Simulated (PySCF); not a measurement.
**KSr⁺: frontier orbitals**

r²SCAN0 at R = 4.291 Å; K def2-SVP, Sr def2-SVP with ECP28; scalar-relativistic core potentials (PySCF 2.14). State: ¹Σ⁺ (singlet), closed shell. Only the outer orbitals are listed, counted within each symmetry, core potentials removing the inner ones.

```csv
orbital,occ.,ε (eV),on K (%),main shells (%)
5σ,2,-44.09,100,100 K s
2π,2,-29.21,0,100 Sr p
2π,2,-29.21,0,100 Sr p
6σ,2,-29.13,0,100 Sr p
3π,2,-26.02,100,100 K p
3π,2,-26.02,100,100 K p
7σ,2,-25.97,100,100 K p
8σ,2,-7.59,16,"80 Sr s, 10 K s"
9σ,0,-4.76,47,"46 K s, 28 Sr p, 17 Sr s"
4π,0,-4.13,18,"44 Sr p, 38 Sr d, 14 K p"
4π,0,-4.13,18,"44 Sr p, 38 Sr d, 14 K p"
```

Question: Which are the highest filled and the lowest empty level, where do they sit, and how wide is the gap?

Answer: Highest filled 8σ at -7.59 eV (in %: 80 Sr s, 10 K s); lowest empty 9σ at -4.76 eV (in %: 46 K s, 28 Sr p, 17 Sr s); the gap at r²SCAN0 is 2.83 eV.

```json
{
 "bond order (Mayer)": "0.54",
 "⟨S²⟩": "0.000",
 "charge on K (Mulliken, basis-dependent)": "0.69",
 "charge on K (Löwdin, basis-dependent)": "0.55",
 "dipole moment (positive dipole points towards Sr; it is taken about the centre of mass and depends on that origin)": "-6.48 D"
}
```

Closed-shell solutions of metal pairs were not tested for spin polarisation, which can lower them a little.
